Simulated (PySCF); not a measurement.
GeF2ClBr, SMILES [F][Ge]([F])([Cl])[Br]. Geometry optimised at PBE0-D3(BJ)/def2-SVP. This is a generated structure with no PubChem entry under its InChIKey; it may be hypothetical.

Computed equilibrium geometry at PBE0-D3(BJ)/def2-SVP (PySCF confirms it by a frequency run) as Cartesian coordinates in Å, and its point group:
point group Cs.
```xyz
5

F      1.2882     0.7993    -1.3645
Ge     0.3077     0.4650     0.0000
F      1.2882     0.7993     1.3645
Cl    -1.3379     1.7871     0.0000
Br    -0.2940    -1.7043     0.0000
```
Charge 0, spin multiplicity 1.
